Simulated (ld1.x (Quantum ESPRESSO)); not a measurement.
## What one change does to a pseudopotential (Cu, PAW)

Cu (Z = 29), PAW, made with ld1.x (Quantum ESPRESSO) 7.5 (LDA (PZ), scalar-relativistic). Core [Ar], reference 3d10 4s1 4p0. Waves: 4s (bound): rcut 2.25, rcutus 2.50 bohr; 4s channel at 2.05 Ry: rcut 2.25, rcutus 2.50 bohr; 4p (bound, empty): rcut 2.00, rcutus 2.45 bohr; 4p channel at 1.15 Ry: rcut 2.00, rcutus 2.45 bohr; 3d (bound): rcut 1.60, rcutus 1.70 bohr; 3d channel at 1.7 Ry: rcut 1.60, rcutus 1.70 bohr. Local part: all-electron potential smoothed inside 1.50 bohr (lloc = -1). Core correction: Bessel-smoothed model core inside 1.55 bohr. Augmentation charge: BESSEL, radius 1.40 bohr.

Change: waves 3d (bound): rcut 1.34, rcutus 1.42 bohr; 3d channel at 1.7 Ry: rcut 1.34, rcutus 1.42 bohr.

Cutoffs: the cutoffs (Ry, on a coarse ladder) from which the occupation-weighted sum of valence levels, in a spherical-Bessel basis at the reference potential, stays within 10 and 1 mRy of its value at 400 Ry; they do not see the model core or the augmentation charge, which bear on the density cutoff. Errors are all-electron minus pseudo energies relative to the spin-unpolarised reference configuration.

Problem. What does the change do?

Solution. The potential gets harder (40 Ry and 60 Ry → 55 Ry and 90 Ry); the number of tests that count goes from 8 to 9; of the 8 tests that both files solve, the error grows in 1 and shrinks in 3 by more than 15 % and 0.3 meV (median size 21.9 → 22.8 meV); neither file shows a bound ghost at the reference potential, the only one tested. A smaller radius makes the pseudo-wave follow the all-electron one further in, where it bends more sharply, so more plane waves are needed.

| quantity | base | changed |
| --- | --- | --- |
| cutoff, loose | 40 Ry | 55 Ry |
| cutoff, tight | 60 Ry | 90 Ry |
| loose cutoff by channel (10 mRy a level) | s 6 Ry, d 30 Ry | s 6 Ry, d 40 Ry |
| bound ghosts | none | none |
| tests counted (converged, no solver errors) | 8 of 9 | 9 of 9 |
| error for 3d10 4s0 4p0, meV [ΔE 8.43 eV] | -4.3 | +0.4 |
| error for 3d9 4s0 4p0, meV [ΔE 30.12 eV] | -53 | -53 |
| error for 3d8 4s0 4p0, meV [ΔE 69.49 eV] | -490 | -479 |
| error for 3d9 4s1 4p1, meV [ΔE 6.93 eV] | -40 | -45 |
| error for 3d10 4s0 4p1, meV [ΔE 4.26 eV] | -1.2 | +0.7 |
| error for 3d10 4s0.5 4p0, meV [ΔE 3.30 eV] | -0.9 | -0.1 |
| error for 3d9 4s1 4p0, meV [ΔE 11.90 eV] | -39 | -45 |
| error for 3d10 4s1 4p0 (spin-polarised), meV [ΔE -0.18 eV] | -0.1 | +0.1 |
| s: phases at 2.69 bohr within 0.05 rad from the reference energy up to (Ry; the scan ends near 5) | 2.8 | 2.8 |
| p: phases at 2.69 bohr within 0.05 rad from the reference energy up to (Ry; the scan ends near 5) | 4.2 | 4.2 |
| d: phases at 2.69 bohr within 0.05 rad from the reference energy up to (Ry; the scan ends near 5) | to the end of the scan | to the end of the scan |
| lowest overlap eigenvalue by channel | s 0.41, p 0.58, d 0.16 | s 0.41, p 0.58, d 0.38 |

Base: Tests not counted: 3d9 4s0 4p0 (spin-polarised) (solver errors, printed error -1084 eV).
